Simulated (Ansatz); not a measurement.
A structure relaxed at B3LYP/def2-SVP in Ansatz, charge 0, singlet:

```
atom    x (Å)    y (Å)    z (Å)
 Li1  -0.6965   3.0987   1.1283
 Li2   1.2656   1.0885  -0.0439
 Li3   0.6120   0.3182  -2.5459
 Li4   1.3668  -4.0537   0.1001
 Li5  -1.6504   1.1716  -0.7279
 Li6   3.3069   1.6655  -2.1307
 Li7   0.4909   3.2324  -1.8506
 Li8   1.5434  -1.4168   1.6096
 Li9  -1.0107   0.1904   1.8805
Li10  -3.5755   1.8227   1.5578
Li11  -0.9682  -2.9836   2.0616
Li12  -3.1163  -1.1530   0.5242
Li13  -0.2539  -1.6049  -0.3958
Li14   2.6857  -1.3760  -1.1674
```

Q: Give its formula.

A: the cluster Li14.

Q: Summarise the bond lengths by kind (pairs closer than 1.2 times the sum of covalent radii, bridged metal pairs left out).

A: 29 × Li–Li 2.70 to 3.06 Å.

The restricted singlet is unstable towards broken spin symmetry in Hartree–Fock (as tested in another run); at B3LYP/def2-SVP this wasn't settled. The structure comes from a short search, and lower isomers may exist.
